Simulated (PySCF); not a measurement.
Gas-phase XPS of `[SiH3]OC=C=S`, computed

Species: C₂H₄OSSi.
Bonds: Si1–O2, O2–C3, C3–C4 (double), C4–S5 (double). Hydrogens: H6, H7, H8 on Si1; H9 on C3.

Computed, not measured: PySCF 2.14.0, delta-SCF UKS SCAN, pcX-2 on the ionised atom, pcseg-1 elsewhere, spin-free X2C. These are vertical core ionisation energies against the vacuum level, from separate self-consistent calculations with and without the core hole.

What binding energy does each computed site have?

```json
{"atom(s)": "S5", "bonded to": "C (double bond)", "level": "S 1s", "binding energy (eV)": "2477.68", "2p1/2 (eV)": "–", "above the level's lowest (eV)": "0.00", "count": "1"}
{"atom(s)": "Si1", "bonded to": "O and 3 H", "level": "Si 1s", "binding energy (eV)": "1847.74", "2p1/2 (eV)": "–", "above the level's lowest (eV)": "0.00", "count": "1"}
{"atom(s)": "O2", "bonded to": "C and Si", "level": "O 1s", "binding energy (eV)": "538.75", "2p1/2 (eV)": "–", "above the level's lowest (eV)": "0.00", "count": "1"}
{"atom(s)": "C3", "bonded to": "O, C (double bond) and H", "level": "C 1s", "binding energy (eV)": "292.20", "2p1/2 (eV)": "–", "above the level's lowest (eV)": "+0.44", "count": "1"}
{"atom(s)": "C4", "bonded to": "S (double bond) and C (double bond)", "level": "C 1s", "binding energy (eV)": "291.76", "2p1/2 (eV)": "–", "above the level's lowest (eV)": "0.00", "count": "1"}
{"atom(s)": "Si1", "bonded to": "O and 3 H", "level": "Si 2p3/2", "binding energy (eV)": "107.86", "2p1/2 (eV)": "108.48", "above the level's lowest (eV)": "0.00", "count": "1"}
```

The listed C 1s values span 0.44 eV, from C4 (bonded to S (double bond) and C (double bond)) to C3 (bonded to O, C (double bond) and H).

Which effective nuclear charge Zeff reproduces each element's mean 1s value in the hydrogen-like formula E = 13.606 eV × Zeff²?

C (Z = 6): mean 292.0 eV, Zeff = 4.63, Z − Zeff = 1.37; O (Z = 8): mean 538.8 eV, Zeff = 6.29, Z − Zeff = 1.71; Si (Z = 14): mean 1847.7 eV, Zeff = 11.65, Z − Zeff = 2.35; S (Z = 16): mean 2477.7 eV, Zeff = 13.49, Z − Zeff = 2.51. Means run over the listed sites, weighted by atom count.

Not every level is listed. Spin contamination (⟨S²⟩ against 0.75 for a pure doublet) is marked for C 1s of C4 (0.99), which makes this value less certain. Spin–orbit coupling isn't in the SCF: each 2p doublet comes from a relaxed spin-free hole plus a matrix of the shell (mean-field spin–orbit coupling and the ground-state 2p splitting), with 2p3/2 averaged over its two sublevels. 2p1/2 minus 2p3/2 (ligand field included): Si 0.63 eV. The structure is a single PBE0-D3(BJ)/def2-SVP conformer in the gas phase; no vibrational or solvent corrections.

Time: 41 s wall. Hardware: Arm Neoverse V1, one thread, no GPU, on a shared host.

The values belong to the conformer `[SiH3:1][O:2][CH:3]=[C:4]=[S:5]`: Si1–O2–C3–C4 0°.
